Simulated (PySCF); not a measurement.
C4H6O4Zn, SMILES CC1[O][Zn]2([O]C(C)=[O]->2)<-[O]=1. Atoms are numbered in the order given.

```xyz
15

Zn     0.0087     0.0020     0.0019
C      0.0870     2.3683    -3.0555
C      0.0744     1.4402    -1.8746
O     -0.4568     0.2888    -1.9628
O      0.5707     1.8055    -0.7625
H      0.9718     3.0170    -3.0218
H      0.0467     1.7996    -3.9928
H     -0.8073     3.0104    -3.0010
C     -0.1281    -2.3776     3.0468
C     -0.0660    -1.4385     1.8762
O     -1.0120    -0.6190     1.6544
O      0.9211    -1.4706     1.0755
H      0.8832    -2.6152     3.4007
H     -0.7404    -1.9501     3.8507
H     -0.6018    -3.3155     2.7137
```

The structure is a stationary point at B3LYP-D3(BJ)/def2-SVP. The isomer is the one that the SMILES or the coordinates give; other isomers of the formula were not compared. The values are those of a single conformer.

All values below come from PBE0/pcSseg-1 run with PySCF.

GIAO shieldings, no solvent; atoms listed in one row are averaged. δ = σ(ref) − σ: ¹³C against TMS (σ = 186.3 ppm); ¹⁷O against H2O (σ = 334.2 ppm); ¹H against TMS (σ = 31.56 ppm), references at their B3LYP-D3(BJ)/def2-TZVP geometries, non-relativistic.

Computed chemical shifts:
```csv
nucleus,atoms,count,δ (ppm)
¹³C,"C3, C10",2,197.4
¹³C,"C2, C9",2,22.1
¹⁷O,O4,1,336.6
¹⁷O,O11,1,336.0
¹⁷O,O12,1,334.3
¹⁷O,O5,1,333.8
¹H,"H6, H7, H8, H13, H14, H15",6,2.54
```
